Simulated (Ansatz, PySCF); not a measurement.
C4H7NO, SMILES C/N=C(\C)C=O. Atoms are numbered in the order given.

```xyz
13

C      1.8187    -1.3337    -0.5514
N      1.0809    -0.0922    -0.6633
C     -0.0052     0.0336    -0.0099
C     -0.6493    -0.9764     0.8997
C     -0.6973     1.3608    -0.1946
O     -1.7339     1.6593     0.3419
H      1.2174    -2.1916    -0.9026
H      2.7348    -1.2832    -1.1568
H      2.1040    -1.5431     0.4954
H     -1.5795    -0.5663     1.3141
H      0.0286    -1.2427     1.7271
H     -0.8763    -1.9049     0.3508
H     -0.1470     2.0446    -0.8849
```
Charge 0, spin multiplicity 1.

Geometry: ωB97X-D3(BJ)/def2-SVP. The structure was generated by enumeration; whether it is a known compound was not checked. Other conformers were not sampled.

Two levels are set side by side: PBE-D3(BJ)/def2-SVP (Ansatz, a quantum-chemistry and plane-wave program) and ωB97X-D3(BJ)/def2-SVP (PySCF). Each level has its own optimised geometry; the coordinates shown are those of the second. Differences are taken from unrounded values.

| quantity | ωB97X-D3(BJ) |
|---|---|
| mean bond length (Å) | 1.222 |
| bond C1–N2 (Å) | 1.449 |
| bond N2–C3 (Å) | 1.274 |
| bond C3–C4 (Å) | 1.504 |
| bond C3–C5 (Å) | 1.508 |
| bond C5–O6 (Å) | 1.205 |
| bond C1–H7 (Å) | 1.105 |
| bond C1–H8 (Å) | 1.099 |
| bond C1–H9 (Å) | 1.105 |
| bond C4–H10 (Å) | 1.098 |
| bond C4–H11 (Å) | 1.102 |
| bond C4–H12 (Å) | 1.102 |
| bond C5–H13 (Å) | 1.117 |

### Question
What does PBE-D3(BJ) give, and how far is it from ωB97X-D3(BJ)? (An estimate is asked for; the answer gives what the named calculation found.)

### Answer

```json
[
 {"quantity": "mean bond length (Å)", "PBE-D3(BJ)": "1.229", "PBE-D3(BJ) minus ωB97X-D3(BJ)": "0.007"},
 {"quantity": "bond C1–N2 (Å)", "PBE-D3(BJ)": "1.445", "PBE-D3(BJ) minus ωB97X-D3(BJ)": "-0.003"},
 {"quantity": "bond N2–C3 (Å)", "PBE-D3(BJ)": "1.291", "PBE-D3(BJ) minus ωB97X-D3(BJ)": "0.017"},
 {"quantity": "bond C3–C4 (Å)", "PBE-D3(BJ)": "1.503", "PBE-D3(BJ) minus ωB97X-D3(BJ)": "-0.001"},
 {"quantity": "bond C3–C5 (Å)", "PBE-D3(BJ)": "1.504", "PBE-D3(BJ) minus ωB97X-D3(BJ)": "-0.004"},
 {"quantity": "bond C5–O6 (Å)", "PBE-D3(BJ)": "1.218", "PBE-D3(BJ) minus ωB97X-D3(BJ)": "0.013"},
 {"quantity": "bond C1–H7 (Å)", "PBE-D3(BJ)": "1.115", "PBE-D3(BJ) minus ωB97X-D3(BJ)": "0.010"},
 {"quantity": "bond C1–H8 (Å)", "PBE-D3(BJ)": "1.107", "PBE-D3(BJ) minus ωB97X-D3(BJ)": "0.008"},
 {"quantity": "bond C1–H9 (Å)", "PBE-D3(BJ)": "1.115", "PBE-D3(BJ) minus ωB97X-D3(BJ)": "0.010"},
 {"quantity": "bond C4–H10 (Å)", "PBE-D3(BJ)": "1.106", "PBE-D3(BJ) minus ωB97X-D3(BJ)": "0.008"},
 {"quantity": "bond C4–H11 (Å)", "PBE-D3(BJ)": "1.111", "PBE-D3(BJ) minus ωB97X-D3(BJ)": "0.008"},
 {"quantity": "bond C4–H12 (Å)", "PBE-D3(BJ)": "1.111", "PBE-D3(BJ) minus ωB97X-D3(BJ)": "0.008"},
 {"quantity": "bond C5–H13 (Å)", "PBE-D3(BJ)": "1.129", "PBE-D3(BJ) minus ωB97X-D3(BJ)": "0.012"}
]
```

GGA bonds tend to be longer and softer than those of functionals with exact exchange. Differences between two approximate levels are no errors against the true value.
